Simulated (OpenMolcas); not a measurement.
## OpenMolcas run: Xe6+

Input:

```
&GATEWAY
Coord
1

Xe 0.0 0.0 0.0
Basis=ANO-RCC-VTZP
Group=XYZ
NoMove
AngMom=0.0 0.0 0.0
AMFI
&SEWARD
&RASSCF
FileOrb=start.orb
Symmetry=1
Spin=3
nActEl=2 0 0
Inactive=14 9
Ras2=1 3
CIRoot=3 3 1
SDav=3
CIMx=300
Iter=120 100
PrWF=0.3
OrbListing=Nothing
MaxOrb=0
Atom
>>> COPY $Project.JobIph JOB001
&RASSCF
FileOrb=start.orb
Symmetry=1
Spin=1
nActEl=2 0 0
Inactive=14 9
Ras2=1 3
CIRoot=7 7 1
SDav=7
CIMx=300
Iter=120 100
PrWF=0.3
OrbListing=Nothing
MaxOrb=0
Atom
LevShft=1.5
>>> COPY $Project.JobIph JOB002
&RASSCF
FileOrb=start.orb
Symmetry=2
Spin=3
nActEl=2 0 0
Inactive=14 9
Ras2=1 3
CIRoot=3 3 1
SDav=3
CIMx=300
Iter=120 100
PrWF=0.3
OrbListing=Nothing
MaxOrb=0
Atom
>>> COPY $Project.JobIph JOB003
&RASSCF
FileOrb=start.orb
Symmetry=2
Spin=1
nActEl=2 0 0
Inactive=14 9
Ras2=1 3
CIRoot=3 3 1
SDav=3
CIMx=300
Iter=120 100
PrWF=0.3
OrbListing=Nothing
MaxOrb=0
Atom
>>> COPY $Project.JobIph JOB004
&RASSI
NrOfJobIphs=4 3 7 3 3
1 2 3
1 2 3 4 5 6 7
1 2 3
1 2 3
IphNames
JOB001
JOB002
JOB003
JOB004
EJob
SpinOrbit
DIPRint=1.0
SOCoupling=1000.0
Subsets=2
MEES
Property=10
'ANGMOM' 1 'ANGMOM' 2 'ANGMOM' 3 'MLTPL  1' 1 'MLTPL  1' 2 'MLTPL  1' 3
'AMFI' 1 'AMFI' 2 'AMFI' 3 'MLTPL  2' 6
SOProperty=3
'ANGMOM' 1 'ANGMOM' 2 'ANGMOM' 3
```

A driver script runs the steps one by one and writes start.orb anew before each from the orbitals found so far.

Output, cut to the results:

```
--- SEWARD ---
Basis set label: XE.ANO-RCC...7S6P4D2F1G.

      Electronic valence basis set:
      ------------------
      Associated Effective Charge  54.000000 au
      Associated Actual Charge     54.000000 au
      Nuclear Model: Point charge

      Shell  nPrim  nBasis  Cartesian Spherical Contaminant
         s      22       7        X
         p      19       6        X
         d      13       4                 X
         f       5       2                 X
         g       3       1                 X
                  Relativistic Douglas-Kroll-Hess integrals:
                    - DKH order of Hamiltonian: 2
                    - DKH order of Properties : 0
                  Atomic mean-field integrals
--- RASSCF ---
Wave function specifications:
      -----------------------------

      Number of closed shell electrons          46
      Number of electrons in active shells       2
      Max number of holes in RAS1 space          0
      Max nr of electrons in RAS3 space          0
      Number of inactive orbitals               23
      Number of active orbitals                  4
      Number of secondary orbitals              41
      Spin quantum number                      1.0
      State symmetry                             1
Orbital specifications:
      -----------------------

      Symmetry species                           1   2
                                                ag  au
      Frozen orbitals                            0   0
      Inactive orbitals                         14   9
      Active orbitals                            1   3
      RAS1 orbitals                              0   0
      RAS2 orbitals                              1   3
      RAS3 orbitals                              0   0
      Secondary orbitals                        21  20
      Deleted orbitals                           0   0
      Number of basis functions                 36  32
      Number of CSFs                             3
      Number of root(s) required                 3
      Iter CI   SX   CI       RASSCF       Energy    max ROT     max BLB   max BLB  Level Ln srch  Step   QN
          iter iter root      energy       change     param      element    value   shift minimum  type update
 Nr of preliminary CI iterations:   1
 ###############################################################################
 ###############################################################################
 ###                                                                         ###
 ###                                                                         ###
 ###    WARNING: Problems in orbital optimization.                           ###
 ###                                                                         ###
 ###                                                                         ###
 ###############################################################################
 ###############################################################################
  Warning: In symmetry  1, orbital p=  15 has diagonal density matrix element D(p,p) close to zero. D(p,p)=  0.000000E+00
      Total energies have been shifted. Add                -7000.00 au
        ...
 ###############################################################################
 ###############################################################################
  Warning: In symmetry  1, orbital p=  15 has diagonal density matrix element D(p,p) close to zero. D(p,p)=  0.000000E+00
        4   1    1    0  -432.26241895   -4.55E-12   0.00E+00    7  12 2  3.37E-08   0.50   0.00    SX    NO
      Convergence after  4 iterations
        5   1    1    0  -432.26241895   -9.09E-13   0.00E+00    7  12 2  3.37E-08   0.50   0.00    SX    NO
      Natural orbitals and occupation numbers for root  1
      sym 1:   0.000000
      sym 2:   0.000000   1.000000   1.000000
      Natural orbitals and occupation numbers for root  2
      sym 1:   0.000000
      sym 2:   1.000000   1.000000   0.000000
      Natural orbitals and occupation numbers for root  3
      sym 1:   0.000000
      sym 2:   1.000000   0.000000   1.000000
::    RASSCF root number  1 Total energy:  -7432.26241895
::    RASSCF root number  2 Total energy:  -7432.26241895
::    RASSCF root number  3 Total energy:  -7432.26241895
--- RASSCF ---
Wave function specifications:
      -----------------------------

      Number of closed shell electrons          46
...
--- RASSI ---
SPIN-FREE ENERGIES:
  (Shifted by EMIN (a.u.) =      -7433.3492018612)

 SF State       Relative EMIN(au)   Rel lowest level(eV)    D:o, cm**(-1)      L_eff

     4             0.0000000000        0.0000000000              0.0000         0.0
    11             0.4670852815       12.7100380035         102513.3700         1.0
    12             0.4670852815       12.7100380035         102513.3700         1.0
    13             0.4670852815       12.7100380035         102513.3700         1.0
    14             0.6951984659       18.9173139724         152578.4270         1.0
    15             0.6951984659       18.9173139724         152578.4270         1.0
    16             0.6951984659       18.9173139724         152578.4270         1.0
     2             1.0867829092       29.5728695080         238521.2784         1.0
     3             1.0867829092       29.5728695080         238521.2784         1.0
     1             1.0867829092       29.5728695080         238521.2784         1.0
     8             1.1500872560       31.2954685386         252414.9765         2.0
     9             1.1500872560       31.2954685386         252414.9765         2.0
     5             1.1500872560       31.2954685386         252414.9765         2.0
     6             1.1500872560       31.2954685386         252414.9765         2.0
     7             1.1500872560       31.2954685386         252414.9765         2.0
    10             1.2764560925       34.7341397602         280149.7304         0.0
     Dipole printing threshold changed to   1.00000000E+00

++ Dipole transition strengths (spin-free states):
   -----------------------------------------------
     for osc. strength at least  1.00000000E+00

  ( Max oscillator strength is only   0.74406865677175027      )
--
Eigenvalues of complex Hamiltonian:
   -----------------------------------
  (Shifted by EMIN (a.u.) =      -7433.3492018612)

...
```

Levels above the lowest, from the spin-orbit matrix, grouped by J:

| Configuration | Term | J | E (cm⁻¹) | Measured (cm⁻¹) | g | Term weight % | Second |
| --- | --- | --- | --- | --- | --- | --- | --- |
| 5s² | ¹S | 0 | 0.0 | 0.0 |  | 100 |  |
| 5s 5p | ³P° | 0 | 92058 | 96141 |  | 100 |  |
| 5s 5p | ³P° | 1 | 96420 | 100451 | 1.493 | 98 |  |
| 5s 5p | ³P° | 2 | 107775 | 113676 | 1.501 | 100 |  |
| 5s 5p | ¹P° | 1 | 153478 | 143259 | 1.008 | 98 |  |
| 5p² | ³P | 0 | 224742 | 223673 |  | 94 | 6 ¹S |
| 5p² | ³P | 1 | 233455 | 234685 | 1.501 | 100 |  |
| 5p² | ³P | 2 | 239597 |  | 1.381 | 76 | 24 ¹D |
| 5p² | ¹D | 2 | 256474 | 236100 | 1.120 | 76 | 24 ³P |
| 5p² | ¹S | 0 | 283819 | 273208 |  | 94 | 6 ³P |

Against the 8 measured excited levels shown (Saloman, J. Phys. Chem. Ref. Data 33, 765 (2004)) the mean absolute deviation is 7200 cm-1; the largest miss in energy is 5p² ¹D₂: computed 256474, measured 236100 cm⁻¹ (+8.6 %).

The ¹D term of p² mixes with s d, which this space lacks. Computed and measured levels are paired by configuration, term and J; levels that our copy of the source lacks, or whose pairing is in doubt (as where it misses far off the trend of its configuration), stay unpaired and out of the deviations. Levels of configurations outside the active space are missing.

The term weight is that of the spin-free term in the level, not the purity of its configuration. ° marks odd parity.
